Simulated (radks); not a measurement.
These are the eigenvalues of the occupied orbitals of an atom or ion with whole-number occupations (Ry). All-electron calculation, non-relativistic Kohn-Sham, SCAN, spin-unpolarised, spherical densities, point nucleus; meta-GGA in the generalised Kohn-Sham scheme. Program: a radial shooting solver on a logarithmic mesh with Libxc functionals.

| orbital | eigenvalue |
|---|---|
| 1s | -2330.731 |
| 2s | -352.9795 |
| 2p | -331.4532 |
| 3s | -72.16537 |
| 3p | -63.05599 |
| 3d | -46.24158 |
| 4s | -13.31558 |
| 4p | -10.10173 |
| 4d | -4.64944 |
| 5s | -1.86585 |
| 5p | -1.14727 |

Which element is it, and in what charge state? The configuration may be excited.

Answer. Z = 53, iodine, charge +1: I+ in [Kr] 4d10 5s2 5p4. The list shows which subshells hold electrons but not how many an open one holds; the 1s level, -1165.4 hartree, gives Z - s = 48.3 by -(Z - s)^2/2, which with screening narrows Z to a few neighbours, and the depths of the outer levels then fix element, charge and occupations together.
